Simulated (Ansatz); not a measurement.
Relaxation of ClGaH6N2O (11 atoms, charge 0, multiplicity 1), to a largest force component of 0.03 eV/Å in at most 50 steps.

All numbers below come from Ansatz, RKS revPBE/def2-SVP.

```xyz
11
Properties=species:S:1:pos:R:3
Ga -0.105 -0.081 -0.124
O -0.085 -0.287 1.678
H -0.966 -0.454 2.065
N 1.467 0.213 -1.085
H 1.970 -0.665 -1.276
H 2.125 0.803 -0.561
N -1.735 -0.209 -0.954
H -2.583 -0.574 -0.515
H -1.816 -0.167 -1.972
Cl 0.527 2.989 1.300
H 0.465 1.825 1.962
```

Task: Where does it end, and by what steps?

Result: The run converged. After 32 steps the energy has fallen by 0.247 eV; H6 moved furthest, 1.10 Å.

| step | energy less start (eV) | largest force component (eV/Å) | accepted |
| --- | --- | --- | --- |
| 0 | 0.0000 | 0.750 | yes |
| 2 | -0.1380 | 0.460 | yes |
| 4 | -0.1608 | 0.235 | yes |
| 6 | -0.1619 | 0.834 | no |
| 8 | -0.1861 | 0.228 | yes |
| 10 | -0.1940 | 0.187 | yes |
| 12 | -0.2041 | 0.441 | yes |
| 14 | -0.2132 | 0.105 | yes |
| 16 | -0.2162 | 0.054 | yes |
| 18 | -0.2177 | 0.100 | yes |
| 20 | -0.2239 | 0.251 | yes |
| 22 | -0.2297 | 0.390 | yes |
| 24 | -0.2399 | 0.231 | yes |
| 26 | -0.2451 | 0.106 | yes |
| 28 | -0.2461 | 0.040 | yes |
| 30 | -0.2465 | 0.039 | yes |
| 32 | -0.2467 | 0.016 | yes |

```xyz
11
Properties=species:S:1:pos:R:3
Ga 0.032 -0.059 -0.141
O 0.212 0.053 1.714
H -0.545 -0.354 2.176
N 1.640 0.001 -1.004
H 1.728 -0.233 -1.995
H 2.490 -0.237 -0.489
N -1.665 -0.345 -0.812
H -2.403 0.205 -0.357
H -1.766 -0.227 -1.826
Cl -0.393 2.934 1.458
H -0.065 1.656 1.794
```

Whether the end is a true minimum wasn't checked by a vibrational analysis.

Time of the run: 39 s on 4 threads of Intel(R) Xeon(R) Platinum 8375C CPU @ 2.90GHz (Ice Lake) (shared host), peak memory 0.2 GiB.
